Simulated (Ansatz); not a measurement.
# A barrier at the coupled-cluster level

Start structure (C2H5Ge, doublet), relaxed at PBE0-D4/def2-TZVP:

```json
{"atom": "C1", "x (Å)": "-1.3154", "y (Å)": "-0.1065", "z (Å)": "-1.4744"}
{"atom": "C2", "x (Å)": "-0.4914", "y (Å)": "-0.9280", "z (Å)": "-1.7569"}
{"atom": "Ge3", "x (Å)": "0.5792", "y (Å)": "0.6299", "z (Å)": "1.5253"}
{"atom": "H4", "x (Å)": "-2.0511", "y (Å)": "0.6230", "z (Å)": "-1.2285"}
{"atom": "H5", "x (Å)": "0.2437", "y (Å)": "-1.6579", "z (Å)": "-2.0033"}
{"atom": "H6", "x (Å)": "0.9485", "y (Å)": "1.2510", "z (Å)": "2.8883"}
{"atom": "H7", "x (Å)": "1.5554", "y (Å)": "1.0931", "z (Å)": "0.4305"}
{"atom": "H8", "x (Å)": "0.5310", "y (Å)": "-0.9046", "z (Å)": "1.6189"}
```

The step: C₂H₂ (C#C) + GeH₃ → C₂H₅Ge ([CH][CH][GeH3]); bonds formed: C1–Ge3. Ansatz 0.2.0; basis: def2-TZVPP and def2-QZVPP; cores frozen in the correlated methods; orbitals are unrestricted. Filled d shells of the heavier atoms are correlated. The def2 sets are not built for correlating such inner shells, so the correlated values are less sure here. Extrapolation: Hartree–Fock as exp(−7.88 √X), correlation as X^−2.97. Energies below are by CCSD(T) at an estimated basis limit (MP2 extrapolated from triple and quadruple zeta, plus CCSD(T) − MP2 in triple zeta).

(1) What are the electronic barrier and the energy of the step, from the start structure to the end structure? (Judge from chemistry; the value comes from the calculation.)

The T1 diagnostic stays at or below 0.030. ⟨S²⟩ of the unrestricted Hartree–Fock references: 0.75 to 0.93 (a pure state has 0.75). The unrestricted reference is spin-contaminated, which hurts MP2 most.

Results:

(1) Computed: Barrier 22.9 kJ/mol; step energy -68.8 kJ/mol (downhill); reverse barrier, their difference, 91.7 kJ/mol. Barrier and step energy count from the start structure, the reverse barrier from the end structure.

The saddle point: One imaginary mode of 270i cm⁻¹.
| pair | start (Å) | saddle (Å) | end (Å) |
| --- | --- | --- | --- |
| C1–Ge3 | 3.62 | 2.69 | 1.96 |

Zero-point energy (harmonic, PBE0-D4): ZPE is 125.8 kJ/mol at the start and 125.9 kJ/mol at the saddle, so the barrier goes from 22.9 to 23.0 kJ/mol.

Radical steps of this kind take place in plasma deposition and etching.

Labels in which every atom is bracketed show which atoms are joined, not bond orders.

For scale, one of the runs: CCSD(T)/def2-TZVPP, 180 basis functions, launched by `ansatz run in.yaml --threads 4 --pin off --events-out ev --progress --plain --max-ram 9574MiB`. Time: 2.1 min of wall clock on 4 CPU threads of an Arm Neoverse V2; the host was shared. Peak host memory: 4.5 GiB.
